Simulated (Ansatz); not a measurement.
Start from `[SiH3][AlH][SnH3]` and change one atom or group to get `[BH2][AlH][SiH3]`.

Ansatz, PBE0-D4/def2-TZVP geometries, multiplicity 1. 

Elements past krypton have def2 core potentials.

```json
{"property": "HOMO energy (PBE0/def2-TZVPP) / eV", "`[SiH3][AlH][SnH3]`": "-7.16"}
{"property": "LUMO energy (B3LYP/def2-TZVPP) / eV", "`[SiH3][AlH][SnH3]`": "-2.67"}
{"property": "HOMO–LUMO gap (PBE0/def2-TZVPP) / eV", "`[SiH3][AlH][SnH3]`": "4.66"}
{"property": "HOMO energy (B3LYP/def2-TZVPP) / eV", "`[SiH3][AlH][SnH3]`": "-6.98"}
{"property": "size of the dipole moment (B3LYP/def2-TZVPP) / D", "`[SiH3][AlH][SnH3]`": "0.82"}
{"property": "HOMO energy (ωB97M-V/def2-TZVPP) / eV", "`[SiH3][AlH][SnH3]`": "-9.05"}
```

Problem. Give the same properties after the change, and the shifts. (An estimate is asked.)

Solution. The calculation gave: 
```csv
property,`[BH2][AlH][SiH3]`,shift
HOMO energy (PBE0/def2-TZVPP) / eV,-7.19,-0.03
LUMO energy (B3LYP/def2-TZVPP) / eV,-2.59,0.08
HOMO–LUMO gap (PBE0/def2-TZVPP) / eV,4.78,0.12
HOMO energy (B3LYP/def2-TZVPP) / eV,-7.00,-0.02
size of the dipole moment (B3LYP/def2-TZVPP) / D,0.63,-0.19
HOMO energy (ωB97M-V/def2-TZVPP) / eV,-9.17,-0.12
```

Dipoles are sizes alone; their direction can turn.

B3LYP here is the variant with VWN-RPA as its local correlation; programs differ in this.
